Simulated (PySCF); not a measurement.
Compound: C₂H₁₁N₂Si₃ (doublet state).
Z-matrix (Å and degrees, GFN2-xTB geometry), rows numbered from 1:
```
C 
Si  1  1.9030
C   2  1.9030  1  109.94
N   2  1.7028  1  115.41  3   132.42
Si  4  1.6496  2  127.09  1   113.92
Si  5  2.4194  4   94.50  2     1.85
N   6  1.6905  5   95.40  4    -1.63
H   1  1.0845  2  110.19  3   -66.66
H   1  1.0863  2  111.95  3    53.14
H   1  1.0848  2  111.24  3   174.11
H   3  1.0844  2  110.30  1    67.11
H   3  1.0863  2  111.85  1   -52.61
H   3  1.0849  2  111.19  1  -173.50
H   5  1.4672  4  120.04  2   112.47
H   5  1.4682  4  120.71  2  -108.56
H   6  1.4629  5  108.23  4   117.95
H   6  1.4627  5  109.12  4  -121.08
H   7  1.0069  2  117.86  1    58.88
```

The hyperfine couplings belong to this conformer and change with its torsions.

As a line formula: `C[Si]1(C)[N][SiH2][SiH2]N1` [radical].

Computed, not measured: UKS B3LYP, pcH-1 on C H N Si, non-relativistic, mean-field spin-orbit, GIAO in PySCF 2.14.0. Geometry: GFN2-xTB; no solvent, vibrations or thermal averaging. The geometry wasn't refined by DFT: couplings that depend on bond lengths, twists or pyramidal angles can differ widely from those at the functional's own minimum. No stability test was run, so a lower SCF solution isn't excluded.

**Question.** Match the computed a_iso(29Si) values -126.1, +59.4, -36.4 MHz with the sites Si2; Si5; Si6.

**Answer.** 
```
site  a_iso (MHz)  ρ(0) (bohr⁻³)         position  distance from N4 (Å)  spin population  largest |T| (MHz)
 Si2        -36.4        +0.0410   1 bond from N4                  1.70             0.00                9.1
 Si5        +59.4        -0.0669   1 bond from N4                  1.65            +0.01               21.6
 Si6       -126.1        +0.1423  2 bonds from N4                  3.03            +0.29               69.6
```

**Question.** Match the computed a_iso(14N) values +46.4, -2.4 MHz with the sites N4; N7.

**Answer.** 
| site | a_iso (MHz) | ρ(0) (bohr⁻³) | position | distance from N4 (Å) | spin population | largest \|T\| (MHz) |
| --- | --- | --- | --- | --- | --- | --- |
| N4 | +46.4 | +0.1424 | largest spin population | 0.00 | +0.65 | 56.0 |
| N7 | -2.4 | -0.0074 | 2 bonds from N4 | 2.71 | +0.01 | 1.2 |

ρ(0) is the spin density at the nucleus and T the dipolar tensor; a_iso includes a spin–orbit part; entries for several nuclei are means. Largest spin populations (Mulliken): N4 (+0.65) and Si6 (+0.29).

Means are taken over nuclei equivalent by connectivity, which assumes that they swap fast. The 1H value of +27.0 MHz is a mean of couplings from 20.2 to 33.8 MHz in this one geometry, not an average over conformers.
